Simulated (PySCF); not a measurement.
## Electron correlation in Se (selenium, neutral)

[Ar] 3d10 4s1 4p5, 4s spin antiparallel (an excited configuration). All numbers are calculated (PySCF 2.14, scalar relativity by spin-free X2C-1e, in x2c-TZVPPall (6s5p4d1f, 48 functions)). Frozen: [Ar] 3d10; 6 electrons correlated.

MP2 pair energies summed by pair of shells (mhartree):

```
 pair   energy  share (%)
4p-4p  -118.71       73.8
4s-4p   -42.21       26.2
```

Total MP2 correlation energy: -160.92 mhartree.

Same-spin part -26.30 and opposite-spin part -134.62 mhartree; SCS-MP2 scales them by 1/3 and 6/5 to -170.32 mhartree.
